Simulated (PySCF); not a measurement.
**CuN at PBE0**

Computed with PBE0; Cu cc-pVDZ-PP with ECP10, N cc-pVDZ; scalar-relativistic core potentials (PySCF 2.14).

For CuN, the state is ⁵Σ⁻ (quintet), unpaired electrons σ ↑↑, π ↑↑, a second solution, started from another occupation and the bond length is 1.857 Å. The harmonic wavenumber is 441 cm⁻¹. The force constant is 1.31 mdyn/Å. The rotational constant Be is 0.4268 cm⁻¹ and the anharmonicity ωexe is 7.53 cm⁻¹. The vibration–rotation constant αe is 0.00732 cm⁻¹. The energy of the minimum from ground-state Cu (3d10 4s1) + N is -0.421 eV, the bond order (Mayer) is 1.03 and the dipole moment (positive dipole means Cu(−)N(+)) is 0.20 D.
